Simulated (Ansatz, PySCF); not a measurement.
Reaction (SMILES): FC(F)(F)C(F)(F)F [1,1,1,2,2,2-hexafluoroethane] -> 2 F[C](F)F (the C-C bond at the site shown breaks; other sites are not compared here)
Geometries: B3LYP-D3(BJ)/def2-TZVP minima from Ansatz (a first-principles code), one conformer each, not searched for the lowest. Frequencies are from Ansatz or PySCF.

Quantity: bond dissociation energy (enthalpy at 298 K, with B3LYP-D3(BJ) rigid-rotor harmonic-oscillator terms), in kcal/mol. Cores are frozen in the correlated levels unless marked. UHF or UKS for open shells. Spin-orbit coupling is left out. No relativistic terms. CBS marks a two-point X^-3 extrapolation of the correlation energy; Hartree-Fock from the larger set. [CCSD(T)-MP2]/basis is that difference in the basis named.

From measured enthalpies of formation at 298 K: 99.0 kcal/mol (FC(F)(F)C(F)(F)F -322.8, ATcT 1.112; F[C](F)F -111.9, ATcT 1.112). It holds spin-orbit effects, and any other conformers, which the calculations lack, and core correlation, which the frozen-core levels lack.

```
level                                                                 program  bond dissociation energy (kcal/mol)  error against measurement
-------------------------------------------------------------  --------------  -----------------------------------  -------------------------
PBE-D4/def2-TZVPD                                              Ansatz + dftd4                                 89.2                       -9.8
r2SCAN/def2-TZVPD                                                      Ansatz                                 87.8                      -11.2
B2PLYP/def2-TZVPD                                                      Ansatz                                 90.3                       -8.7
RI-MP2/aug-cc-pVTZ                                                     Ansatz                                 99.8                        0.8
SCS-MP2/STO-3G                                                         Ansatz                                 64.2                      -34.8
SCS-MP2/6-31G*                                                         Ansatz                                100.4                        1.4
CCSD(T)/6-31G                                                          Ansatz                                 88.7                      -10.3
CCSD(T)/cc-pVTZ                                                        Ansatz                                 97.2                       -1.8
CCSD(T)/cc-pwCVTZ                                                      Ansatz                                 97.1                       -1.9
RI-MP2/CBS(aug-cc-pVTZ,aug-cc-pVQZ)+[CCSD(T)-MP2]/aug-cc-pVTZ          Ansatz                                 98.5                       -0.5
```
